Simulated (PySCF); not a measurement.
# Working out the electron affinity of Ba

Ba⁻ [Xe] 5d1 6s2 (2D) → Ba [Xe] 6s2 (1S). All numbers are calculated (PySCF 2.14, scalar relativity through the core potential, in def2-QZVPPD with the def2 core potential (46 electrons)). Frozen: 5s2 5p6. Energies in hartree (1 hartree = 27.21139 eV):

```tsv
part	Ba⁻ (lower)	Ba (upper)
UHF	-25.060388	-25.095222
CCSD correlation	-0.036794	-0.023829
(T)	-0.002472	0.000000
```

Question: What does Hartree-Fock give?

Answer: (-25.095222) − (-25.060388) = -0.034834 hartree = -0.948 eV.

Question: What do CCSD and CCSD(T) give?

Answer: The CCSD correlation energies differ by 0.012965 hartree = 0.353 eV and the triples by 0.002472 hartree = 0.067 eV, so CCSD gives -0.595 eV and CCSD(T) -0.528 eV.

The coupled-cluster amplitudes are large, so a single reference is strained.

The configuration of this anion was assumed by filling the next shell in order. It is not the known or likely ground configuration (Ca⁻, Sr⁻ and Ba⁻, for instance, bind a p electron), so these values are not the electron affinity of the element.
